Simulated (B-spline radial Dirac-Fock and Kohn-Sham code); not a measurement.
ΔSCF core binding energies without Breit or QED terms, calculated with a radial atomic solver.

A sound run for cesium as Cs⁺, 1s2 2s2 2p6 3s2 3p6 3d10 4s2 4p6 4d10 5s2 5p6: The ground state converged in 10 iterations, with total energy -7786.64635 Ha, virial ratio 1.93907 and highest orbital energy -22.87 eV. ΔSCF binding energies: K (1s) 36125.6 eV, L3 (2p3/2) 5034.1 eV, M5 (3d5/2) 738.1 eV.

A second run, with one unsound setting: The ground state had not converged after 51 iterations, with total energy -7785.98273 Ha, virial ratio 1.93257 and highest orbital energy -17.70 eV. ΔSCF binding energies: K (1s) 36153.4 eV, L3 (2p3/2) 5057.5 eV, M5 (3d5/2) 754.0 eV (not all states converged, so these are not final).

```
iter   energy (Ha)        error
   1    -7781.31428969  1.88e+00
   2    -7785.26266087  2.80e-01
   3    -7785.28332327  2.78e-01
   4    -7785.30367385  2.76e-01
   5    -7785.32371739  2.74e-01
   6    -7785.34345862  2.72e-01
   7    -7785.36290218  2.70e-01
   8    -7785.38205263  2.67e-01
   9    -7785.40091447  2.65e-01
  17    -7785.54193569  2.49e-01
  25    -7785.66685847  2.34e-01
  33    -7785.77754457  2.20e-01
  41    -7785.87563546  2.07e-01
  49    -7785.96257941  1.94e-01
  51    -7785.98272695  1.91e-01
```

Task: Which fault fits the second run best?
A. speed of light below Z
B. overfilled shell
C. damping too heavy
D. functional not served

Result: C. The input had damp = 0.995; ndamp = 100: damp is so close to 1 that the orbitals hardly move in each step.
